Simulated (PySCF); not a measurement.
C₃H₇NSi.

```xyz
12

Si    -0.0030     1.8339     0.0000
C      0.0150    -0.0540     0.0000
N      1.0644    -0.8096     0.0000
C      0.2286    -2.0258     0.0000
C     -1.0370    -1.1390     0.0000
H     -0.7337     2.3225    -1.2096
H      1.3956     2.3461     0.0000
H     -0.7337     2.3225     1.2096
H      0.3875    -2.6511     0.8936
H      0.3875    -2.6511    -0.8936
H     -1.6758    -1.1921     0.8959
H     -1.6758    -1.1921    -0.8959
```
Charge 0, spin multiplicity 1.

Coordinates come from a PBE0-D3(BJ)/def2-SVP optimisation. This is a generated structure with no PubChem entry under its InChIKey; it may be hypothetical.

Computed with PBE/pcSseg-1 run with PySCF. Non-relativistic, no solvent.

Computed absolute GIAO shielding of each atom: isotropic value and principal components (ppm):
```
atom  σ(iso)     σ11     σ22    σ33   span
----  ------  ------  ------  -----  -----
Si1    420.8   388.7   425.3  448.3   59.6
C2     -25.2  -120.8   -58.1  103.3  224.0
N3    -225.4  -630.1  -219.8  173.7  803.8
C4     114.5    88.1   108.0  147.4   59.3
C5     136.5   119.0   130.1  160.5   41.5
H6      27.0    24.5    25.5   30.9    6.4
H7      27.1    24.6    25.4   31.2    6.5
H8      27.0    24.5    25.5   30.9    6.4
H9      26.8    25.0    26.5   29.0    3.9
H10     26.8    25.0    26.5   29.0    3.9
H11     28.0    26.0    27.5   30.4    4.4
H12     28.0    26.0    27.5   30.4    4.4
```
